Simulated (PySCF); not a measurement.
## Ge²⁺: ionisation energy

Ge²⁺ [Ar] 3d10 4s2 (1S) → Ge³⁺ [Ar] 3d10 4s1 (2S), as a difference of total energies. Computed with PySCF 2.14 in x2c-SVPall (5s4p3d, 32 functions), with the spin-free X2C one-electron Hamiltonian (Gaussian nucleus). Correlated levels: valence: [Ar] 3d10 frozen. The calculations carry no spin-orbit coupling.

| method | ionisation energy (eV) |
| --- | --- |
| UHF | 32.216 |
| TPSS | 34.118 |
| M06-L | 34.244 |
| MP2 (valence) | 32.934 |
| SCS-MP2 (valence) | 33.077 |
| CCSD (valence) | 33.260 |

Errors of the correlated levels include the incompleteness of this basis and the frozen core.

With two correlated electrons CCSD is exact in that space.

Q: Which method comes closest to the reference value, and which is furthest?

A: The reference is 34.058 eV (measured; NIST Atomic Spectra Database, ionization energies). Closest: TPSS (error 0.060 eV); furthest: UHF (error -1.842 eV).
